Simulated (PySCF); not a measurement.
## Electron correlation in B (boron, neutral)

[He] 2s1 2p1 3s1, high-spin 4P determinant (an excited configuration). All numbers are calculated (PySCF 2.14, no relativity, point nucleus, in aug-cc-pwCVDZ (5s4p2d, 27 functions)). Frozen: 1s2; 3 electrons correlated.

```tsv
level	correlation energy (mhartree)
CCSD	-9.07
(T)	-0.05
CCSD(T)	-9.12
CCSDT	-9.16
FCI	-9.16
```

Diagnostics: T1 = 0.0064, D1 = 0.0135, largest double amplitude 0.047, weight of the Hartree-Fock determinant in FCI 0.9850 (2600 determinants).

Q: Is a single reference adequate?

A: Yes: T1 lies below 0.03 and no double amplitude reaches 0.07.
